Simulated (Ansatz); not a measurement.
Geometry optimisation, Ansatz 0.2.0, RKS PBE0/def2-SVP.

The input (input.yaml):

```yaml
crystal:
  periodic: [false, false, false]
  atoms:
    - { symbol: B, position_ang: [0.2445, 1.7716, -0.3548] }
    - { symbol: C, position_ang: [0.0411, 0.3074, 0.0129] }
    - { symbol: Si, position_ang: [0.2965, -0.2341, 1.7349] }
    - { symbol: C, position_ang: [-0.209, -0.5545, -0.8983] }
    - { symbol: C, position_ang: [-0.6088, -1.4482, -1.8194] }
    - { symbol: H, position_ang: [0.4931, 2.6275, 0.4541] }
    - { symbol: H, position_ang: [0.0419, 2.1771, -1.4746] }
    - { symbol: H, position_ang: [0.1664, -1.6718, 1.848] }
    - { symbol: H, position_ang: [-0.6123, 0.4718, 2.6804] }
    - { symbol: H, position_ang: [1.7079, 0.0983, 2.1684] }
    - { symbol: H, position_ang: [-0.789, -1.1248, -2.8011] }
    - { symbol: H, position_ang: [-0.6953, -2.4755, -1.5167] }
basis:
  gaussian: { orbitals: def2-SVP }
hamiltonian:
  xc: pbe0
relax:
  f_tol: 0.02
  max_steps: 50
```

Run as:

```bash
$ ansatz run input.yaml --threads 2 --pin off --max-ram 3072MiB --backend cpu --events-out ev --progress --plain --runs-dir out
```

Q: Where does it end, and by what steps?

A: It converged. After 14 steps the energy has fallen by 1.535 eV; H12 moved furthest, 1.28 Å.

```tsv
step	energy less start (eV)	largest force component (eV/Å)	accepted
0	0.0000	3.103	yes
1	-0.2976	0.909	yes
2	-0.5270	1.356	yes
3	-0.8092	1.259	yes
4	-1.0748	1.065	yes
5	-1.2830	0.745	yes
6	-1.4385	0.426	yes
7	-1.5200	0.204	yes
8	-1.5319	0.121	yes
9	-1.5328	0.082	yes
10	-1.5341	0.032	yes
11	-1.5342	0.045	yes
12	-1.5345	0.032	yes
13	-1.5343	0.121	no
14	-1.5348	0.005	yes
```

```xyz
12
Properties=species:S:1:pos:R:3
B 0.376 1.762 -0.420
C 0.091 0.308 0.027
Si 0.222 -0.214 1.832
C -0.258 -0.562 -0.905
C -0.604 -1.417 -1.828
H 0.695 2.601 0.393
H 0.281 2.066 -1.586
H -0.050 -1.676 1.979
H -0.762 0.557 2.652
H 1.593 0.089 2.345
H -1.656 -1.563 -2.093
H 0.150 -2.005 -2.362
```

The run took 17 s on 2 threads of AMD EPYC 9R45 96-Core Processor (Zen 5) (shared host), peak memory 0.25 GiB.
